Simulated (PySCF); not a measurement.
Vertical excitations of a molecule C4H8BN from TDDFT-M06-2X/def2-SVPD run with PySCF, as energy in eV (oscillator strength): 5.77 (0.000), 6.62 (0.021), 6.78 (0.000), 6.85 (0.001), 7.11 (0.010), 7.30 (0.014), 7.42 (0.027), 7.67 (0.037), 7.89 (0.020), 8.03 (0.015). Lowest triplet (TDA): 5.40 eV. Geometry optimised at PBE-D3(BJ)/def2-SVP. The values are those of a single conformer.

Which structure fits?
(A) C=CB(N)C=C
(B) C=C=CB(C)N
(C) C#CCB(C)N
(D) CC1=CB(N)C1

C, C#CCB(C)N
